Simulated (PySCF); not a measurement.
CH7FGeSi.
Z-matrix (Å and degrees, PBE0-D3(BJ)/def2-SVP geometry), rows numbered from 1:
```
C 
Ge  1  1.9431
F   2  1.7570  1  106.45
Si  2  2.3847  1  114.08  3  -115.78
H   1  1.1006  2  109.81  3  -179.67
H   1  1.0993  2  110.26  3   -59.76
H   1  1.0991  2  110.14  3    60.56
H   2  1.5441  1  111.54  3   114.31
H   4  1.4963  2  109.21  1   -61.90
H   4  1.4942  2  109.29  1    57.11
H   4  1.4929  2  110.82  1   177.82
```

The calculation used PBE0-D3(BJ)/def2-SVP geometry optimisation, gas phase in PySCF 2.14.0.

Masses are those of the commonest isotopes; rigid-rotor values at the optimised geometry. 

**Question.** Give the principal moments of inertia and the rotational constants in GHz.

**Answer.** Ia = 103.10, Ib = 209.15, Ic = 265.88 u·Å²; 505379 MHz·u·Å²/I gives 4902, 2416 and 1901 MHz, that is A = 4.9020, B = 2.4163, C = 1.9008 GHz.

**Question.** Classify the top.

**Answer.** An asymmetric top: κ = (2 × 2416 − 4902 − 1901)/(4902 − 1901) = -0.66.

**Question.** What does the inertial defect say?

**Answer.** Not planar: Δ = Ic − Ia − Ib = -46.37 u·Å². For a rigid frame Δ = −2 Σ m c², so Σ m c² = 23.19 u·Å² lies off the ab plane: 9.06 from hydrogen and 14.12 from heavier atoms. The atom farthest from that plane is 1.79 Å away.

**Question.** Give the other two planar moments, Paa and Pbb, and the rms extents of the mass along the axes.

**Answer.** Paa = Σ m a² = (Ib + Ic − Ia)/2 = 185.97 and Pbb = Σ m b² = (Ia + Ic − Ib)/2 = 79.91 u·Å². With the mass M = 139.95 u, the rms extents √(P/M) along a, b and c are 1.15, 0.76, 0.41 Å.

**Question.** List the rotational levels J(Ka,Kc) to J = 4 (MHz).

**Answer.** Above 0(0,0):
J = 1: 1(0,1) 4317, 1(1,1) 6803, 1(1,0) 7318
J = 2: 2(0,2) 12879, 2(1,2) 14922, 2(1,1) 16468, 2(2,1) 23925, 2(2,0) 23997
J = 3: 3(0,3) 25551, 3(1,3) 27057, 3(1,2) 30144, 3(2,2) 36876, 3(2,1) 37228, 3(3,1) 50636, 3(3,0) 50643
J = 4: 4(0,4) 42169, 4(1,4) 43167, 4(1,3) 48278, 4(2,3) 54088, 4(2,2) 55090, 4(3,2) 68032, 4(3,1) 68076, 4(4,1) 87123, 4(4,0) 87123
The levels of one J sum to (2J + 1)J(J + 1)(A + B + C)/3.

**Question.** Which types of transition are allowed, and where do some lines up to J = 4 fall?

**Answer.** The dipole components are |μa| = 0.33 D, |μb| = 2.24 D, |μc| = 0.48 D. The squared components, which scale the intensities, stand as 0.02 : 1.00 : 0.04 (a : b : c). Some lines, for components of 0.1 D or more:

```csv
type,branch,"J(Ka,Kc)",MHz,lower level (cm⁻¹)
a,Q,"1(1,0) ← 1(1,1)",515,0.227
c,Q,"4(1,4) ← 4(0,4)",999,1.407
c,Q,"3(1,3) ← 3(0,3)",1507,0.852
c,Q,"2(1,2) ← 2(0,2)",2042,0.430
b,R,"4(2,2) ← 3(3,1)",4454,1.689
b,Q,"4(2,2) ← 4(1,3)",6812,1.610
b,R,"2(1,2) ← 1(0,1)",10604,0.144
b,R,"3(0,3) ← 2(1,2)",10629,0.498
b,Q,"4(2,3) ← 4(1,4)",10921,1.440
a,R,"3(1,3) ← 2(1,2)",12136,0.498
a,R,"3(0,3) ← 2(0,2)",12672,0.430
c,Q,"3(3,1) ← 3(2,1)",13408,1.242
b,Q,"4(3,2) ← 4(2,3)",13943,1.804
b,R,"4(0,4) ← 3(1,3)",15112,0.903
c,R,"2(2,0) ← 1(1,0)",16679,0.244
a,R,"4(2,3) ← 3(2,2)",17212,1.230
c,R,"3(1,2) ← 2(0,2)",17265,0.430
a,R,"4(3,2) ← 3(3,1)",17396,1.689
a,R,"4(3,1) ← 3(3,0)",17433,1.689
a,R,"4(1,3) ← 3(1,2)",18134,1.005
c,R,"3(2,1) ← 2(1,1)",20760,0.549
b,R,"3(2,1) ← 2(1,2)",22307,0.498
c,R,"4(2,2) ← 3(1,2)",24946,1.005
c,R,"3(3,1) ← 2(2,1)",26711,0.798
b,R,"4(3,2) ← 3(2,1)",30803,1.242
b,R,"4(3,1) ← 3(2,2)",31199,1.230
c,R,"4(4,0) ← 3(3,0)",36481,1.689
```

**Question.** Estimate the classical rotational partition function at 10 K, 50 K and 298.15 K.

**Answer.** Point group C1, symmetry number σ = 1; q = (√π/σ)·√((kT/h)³/(ABC)), k/h = 20836.6 MHz/K: 1120 at 10 K, 12600 at 50 K, 183000 at 298.15 K.

Not checked by PBE0-D3(BJ)/def2-SVP frequencies. Constants of a rigid frame at the computed geometry: no zero-point averaging, no centrifugal distortion. A rigid rotor knows nothing of internal rotation, which can split or shift real lines.

On one thread of an Arm Neoverse V1, shared host, this took 22 s and 0.54 GiB of memory at its peak. This is the geometry optimisation.
